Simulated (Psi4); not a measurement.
AlClF2 (SMILES [F][Al]([F])[Cl]), singlet, geometry from GFN2-xTB (such geometries of metal compounds can be far from the true shape).

Psi4 was given this input:
```
memory 2 GB

molecule {
0 1
  Al   -0.28553981    0.17607883   -0.15733185
  F    -1.76738816   -0.50280871   -0.36624156
  F    -0.20323799    1.71800017   -0.71956939
  Cl    1.26162664   -0.77798517    0.69515369
}

set basis def2-svp
set freeze_core true

energy('ccsd(t)')
print_variables()
```

Task: What does this run give for the MP2 correlation energy, nuclear repulsion energy, coupled-cluster correlation energy (without the perturbative part), number of basis functions, total energy?

Result: 
```json
{
  "MP2 correlation energy": "-0.5599 Eh",
  "nuclear_repulsion_energy": "199.5192 Eh",
  "coupled-cluster correlation energy (without the perturbative part)": "-0.5754 Eh",
  "number_of_basis_functions": "64",
  "total_energy": "-900.7199 Eh"
}
```
